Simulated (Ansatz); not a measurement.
Coupled-cluster diagnostics for Te2Pd (the lowest singlet isomer of a short search), Ansatz.

Geometry of the singlet (r2SCAN-D4/def2-TZVP):

| atom | x (Å) | y (Å) | z (Å) |
| --- | --- | --- | --- |
| Pd1 | 0.721 | 1.080 | 0.669 |
| Te2 | -0.361 | -1.245 | 0.804 |
| Te3 | -0.360 | 0.164 | -1.473 |

In the def2 sets Pd, Te take a core potential; there is no spin–orbit coupling. Correlated methods freeze 8 core orbitals; core or outer-core shells of Pd, Te are correlated, in sets that lack core-valence functions. The geometry of the singlet was relaxed on an unsound state (an occupied level 0.13 eV above an empty one). At PBE0-D4/def2-TZVP a triplet of charge 0 lies 0.34 eV below the restricted singlet, each at its own geometry. The structure comes from a short search, and lower isomers may exist.

(1) Estimate the CCSD(T) correlation energy, the shares of MP2 and (T), T1 and the reference's ⟨S²⟩ for: charge 0, singlet, own geometry in def2-TZVPP; and the rough time on 4 threads of Arm Neoverse V1 on a shared host.

## Answers

(1) 
```tsv
state	basis	correlation (eV)	MP2 share (%)	(T) share (%)	T1	⟨S²⟩ (pure)	wall time	remarks
charge 0, singlet, own geometry	def2-TZVPP	-42.404	104.0	3.6	0.015	0.00 (0.00)	59 s	restricted SCF unstable
```
Customary marks for T1 are 0.02 (closed shells), 0.045 (open shells) and about 0.05 (3d metals). T1 stays under 0.02 throughout.
